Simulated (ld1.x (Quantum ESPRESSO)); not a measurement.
What the settings do to the TM potential of fluorine (F)

Base potential:

F (Z = 9), norm-conserving Troullier–Martins (Kleinman–Bylander form), made with ld1.x (Quantum ESPRESSO) 7.5 (Wu–Cohen, scalar-relativistic). Core [He], reference 2s2 2p4 (charge +1). Waves: 2s (bound): rc 0.65 bohr; 2p (bound): rc 1.65 bohr; 3d channel at 0.2 Ry: rc 1.60 bohr. Local part: all-electron potential smoothed inside 0.55 bohr (lloc = -2). Core correction: Bessel-smoothed model core inside 0.55 bohr.

Cutoffs, loose and tight: the cutoffs (Ry, on a coarse ladder) from which the occupation-weighted sum of valence levels, in a spherical-Bessel basis at the reference potential, stays within 10 and 1 mRy of its value at 400 Ry. They do not see the model core or the augmentation charge, which bear on the density cutoff. Test errors are all-electron minus pseudo excitation energies from the reference, over the configurations 2s2 2p5; 2s2 2p3; 2s2 2p2; 2s2 2p4.5; 2s2 2p5.3; 2s1 2p5; 2s2 2p1. A dash means not determined; rows that change the core or the reference have their own tests.

Cutoffs are not given where the Bessel-basis levels miss the radial ones by over 6 mRy, ghosts where they miss by over 20 mRy; a channel whose overlap is not positive is not tested.

| change | outcome | cutoff, loose | cutoff, tight | bound ghosts | largest test error (meV) |
| --- | --- | --- | --- | --- | --- |
| base | generated | 110 Ry | 260 Ry | none | +3314 |
| wave 3d channel at 0.2 Ry: rc 1.60 bohr becomes 3d channel at 3.62 Ry: rc 1.60 bohr | generated | 110 Ry | 260 Ry | none | +3314 |
| all radii but the core radius scaled by about 1.25 (s 0.82, p 2.06, d 2.00 bohr); local potential all-electron potential smoothed inside 0.68 bohr (lloc = -2) | generated | 100 Ry | 230 Ry | none | +6814 |
| wave 2s (bound): rc 0.65 bohr becomes 2s (bound): rc 0.44 bohr | generated | – | – | none | +3364 |
| wave 3d channel at 0.2 Ry: rc 1.60 bohr becomes 3d channel at 0.2 Ry: rc 1.96 bohr | generated | 110 Ry | 260 Ry | none | +3314 |
| wave 2p (bound): rc 1.65 bohr becomes 2p (bound): rc 2.06 bohr | generated | 110 Ry | 260 Ry | none | +6815 |
| local potential all-electron potential smoothed inside 1.56 bohr (lloc = -2) | generated | 120 Ry | 260 Ry | none | +3151 |
| local potential the s channel | generated | 140 Ry | 260 Ry | none | +3288 |
| core correction none | generated | 110 Ry | 260 Ry | none | +3330 |
| functional BP86 | generated | 120 Ry | 260 Ry | none | +3288 |
| local potential all-electron potential smoothed inside 0.96 bohr (lloc = -2) | generated | 120 Ry | 260 Ry | none | +3227 |

Task: What comes out with this change to the base: type PAW; waves now 2s (bound): rcut 0.55, rcutus 0.65 bohr; 2s channel at -2.8 Ry: rcut 0.55, rcutus 0.65 bohr; 2p (bound): rcut 1.45, rcutus 1.65 bohr; 2p channel at -1.75 Ry: rcut 1.45, rcutus 1.65 bohr; 3d channel at 0.2 Ry: rcut 1.40, rcutus 1.60 bohr; 3d channel at 1.65 Ry: rcut 1.40, rcutus 1.60 bohr; local potential all-electron potential smoothed inside 1.45 bohr (lloc = -1); augmentation BESSEL, radius 0.55 bohr?

Result: outcome: generated, overlap not positive; bound ghosts: not determined (overlap not positive); largest test error (meV): +2095. A file whose overlap is not positive is unfit for use, and its test errors describe a broken file.
